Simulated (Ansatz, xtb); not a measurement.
# GeH5OSi: where a starting geometry ends

The starting geometry of this gas-phase doublet has its atoms placed at random.

```xyz
8

Ge   -0.0572    0.6217   -1.0986
O    -1.5497   -0.1787    1.0466
Si    0.3782   -1.0151    0.4490
H     0.3739    1.2331   -0.0251
H     1.1505   -0.1207    1.1863
H     2.2316   -0.4134    0.0938
H    -0.6527    1.7618   -0.8512
H    -0.3698   -1.4785   -1.3302
```

**Question.** One run relaxed it with r2SCAN-D4/def2-SVP. What is a likely outcome?

**Answer.** It ends as `[SiH3][O][GeH2]`. Distances that change by over a tenth: Ge1–H4 (1.31 → 1.56 Å), Ge1–H7 (1.31 → 1.55 Å). Contacts that open: Ge1–Si3 (2.29 → 3.19 Å). Contacts that close: Ge1–O2 (2.73 → 1.79 Å), O2–Si3 (2.18 → 1.66 Å), Si3–H6 (1.98 → 1.50 Å), Si3–H8 (1.98 → 1.50 Å).

The energy falls by 12.53 eV over 27 steps:

```
step  E − E(last) (eV)
   1            12.530
   4             6.936
   7             4.231
  10             2.546
  13             0.969
  15             0.308
  18             0.020
  21             0.001
  24             0.000
  27             0.000
```

Final geometry (Å):

```xyz
8

Ge   -0.6789    1.2326   -1.2150
O    -0.3772    0.2283    0.2310
Si    0.6555   -1.0194    0.6123
H     0.6780    1.8638   -1.6387
H     0.6350   -1.1988    2.0913
H     2.0528   -0.7122    0.1705
H    -1.6839    2.3073   -0.7370
H     0.2234   -2.2913   -0.0440
```

From the same start GFN2-xTB reaches the same bonding as this run.

From so rough a start the end depends on the optimiser's path, so another program may land elsewhere. The end wasn't checked by frequencies. Open shells are spin-unrestricted. Run with Ansatz 0.2.0, 2.2 min on 2 threads of Intel(R) Xeon(R) Platinum 8259CL CPU @ 2.50GHz (Skylake/Cascade Lake) (shared host).
